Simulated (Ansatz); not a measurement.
Two isomers of C3H6Si: A = `[SiH3]C1C=C1`, B = `[SiH3]C1=CC1`.

Computed with Ansatz on PBE0-D4/def2-TZVP structures; ΔE is electronic, products minus reactants. CBS: MP2 limit from def2 TZ/QZ plus the TZ coupled-cluster correction, frozen cores. DFT in def2-TZVPP.

Task: Which is lower in electronic energy at CCSD(T)/CBS, and by how much? (Best estimate.)

Result: Ansatz gave: B, by 8.2 kcal/mol.

Task: Give E(B) − E(A) in kcal/mol with CCSD/def2-TZVPP, BLYP-D4, PBE-D4, LDA (SPW92), B2PLYP, HF/def2-TZVPP, PBE0-D4. (Best estimate.)

Result: Computed: CCSD/def2-TZVPP -8.6, BLYP-D4 -8.6, PBE-D4 -8.3, LDA (SPW92) -7.8, B2PLYP -8.9, HF/def2-TZVPP -9.7, PBE0-D4 -8.5. None reverses the order clearly.

Task: Does the order hold for the free energy at 298.15 K (harmonic terms from PBE0-D4)? (Best estimate.)

Result: Ansatz gave: Yes: G(B) − G(A) = -7.5 kcal/mol.

Largest T1 diagnostic: 0.011.

In def2-TZVPP, CCSD(T) changes the Hartree–Fock value by +1.3 kcal/mol (the triples alone add +0.1 kcal/mol) and MP2 by +1.0 kcal/mol. Leaving LDA and LC-ωPBE aside and taking each functional with its dispersion term where it has one, the values, not all of them listed here, spread over 1.0 kcal/mol, from BHLYP-D4 to ωB97M-V.
